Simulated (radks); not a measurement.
Results of a calculation; reference values are marked as such.
Problem. The table gives one normalised radial function P(r) = r R(r) of Mn7+ in [Ar] (r in bohr). Level of theory: scalar-relativistic Kohn-Sham, exchange-only LDA, spin-polarised, spherical densities, finite nucleus; Fermi nuclear charge, rms radius 3.7057 fm (a radial shooting solver on a logarithmic mesh with Libxc functionals).

r	P
0.007075	0.0232
0.008923	0.0357
0.01116	0.0538
0.01408	0.0819
0.01761	0.1220
0.02221	0.1823
0.02801	0.2688
0.03505	0.3848
0.0442	0.5463
0.05529	0.7474
0.06973	1.0012
0.08724	1.2782
0.11	1.5683
0.1387	1.8120
0.1736	1.9435
0.2189	1.9153
0.2739	1.7057
0.3454	1.3305
0.4321	0.9003
0.5449	0.4966
0.6872	0.2159
0.8597	0.0732
1.084	0.0167
1.356	0.0026
1.711	0.0002
2.14	0.0000
2.699	0.0000

Which n and l does it have? It may be an empty orbital.

Solution. n = 2, l = 1: the number of nodes gives n - l - 1 = 0, the rise at small r (about r^(l+1)) gives l, and the extent must fit the shell. The curve is that of 2p. 2p: eigenvalue -774.33 eV, 0 radial nodes, <r> = 0.247 bohr, 90 % of the charge inside 0.405 bohr.
